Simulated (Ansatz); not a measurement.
Relaxation of C2H10OSi3 (16 atoms, charge 0, multiplicity 1), to a largest force component of 0.02 eV/Å in at most 50 steps.

Theory: RKS revPBE/STO-3G (Ansatz).

```xyz
16
Properties=species:S:1:pos:R:3
O -0.406 -2.137 -1.720
Si -0.641 -1.614 -0.158
C -0.038 0.152 0.070
Si 1.966 0.097 0.064
C -0.655 1.214 -0.725
Si -0.642 0.944 1.538
H -0.619 -1.405 -2.389
H 0.093 -2.539 0.739
H -2.079 -1.648 0.193
H 2.443 1.450 0.302
H 2.370 -0.773 1.195
H 2.413 -0.408 -1.218
H -1.787 1.259 -0.855
H 0.396 0.039 1.960
H -0.076 2.225 1.931
H -2.098 0.922 1.782
```

Where does it end, and by what steps?

The run converged. The force dipped under the threshold on the way, but the program's further checks kept it going. Limits of this set-up: minimal basis. After 25 steps the energy has fallen by 6.121 eV; H13 moved furthest, 1.90 Å. Parted: C3–Si6.

```csv
step,energy less start (eV),largest force component (eV/Å),accepted
0,0.0000,6.412,yes
1,-1.5615,2.338,yes
2,-2.1641,0.716,yes
3,-2.3959,0.521,yes
4,-2.6058,0.994,yes
5,-2.8574,1.932,yes
6,-3.3180,1.850,yes
7,-3.9388,1.786,yes
8,-4.5437,2.546,yes
9,-4.9745,2.730,yes
10,-5.2782,2.418,yes
11,-5.5756,0.800,yes
12,-5.7248,0.661,yes
13,-5.8717,0.395,yes
14,-5.9735,0.257,yes
15,-6.0546,0.262,yes
16,-6.0879,0.136,yes
17,-6.1039,0.304,yes
18,-6.1105,0.170,yes
19,-6.1166,0.055,yes
20,-6.1194,0.023,yes
21,-6.1180,0.143,no
22,-6.1185,0.106,no
23,-6.1198,0.015,yes
24,-6.1205,0.043,yes
25,-6.1207,0.016,yes
```

```xyz
16
Properties=species:S:1:pos:R:3
O -0.071 -2.016 -2.507
Si -0.544 -2.023 -0.831
C 0.033 -0.480 0.111
Si 1.889 -0.153 0.205
C -0.903 0.322 0.688
Si -0.664 1.897 1.701
H -0.576 -1.188 -2.875
H 0.095 -3.222 -0.294
H -2.000 -2.125 -0.665
H 2.181 1.199 0.668
H 2.519 -1.103 1.117
H 2.488 -0.333 -1.113
H -1.971 0.029 0.575
H 0.243 1.675 2.823
H -0.124 2.978 0.880
H -1.957 2.321 2.225
```

Run time: 2 min on 1 thread of Arm Neoverse V1, with other jobs on the host, peak memory 0.14 GiB.
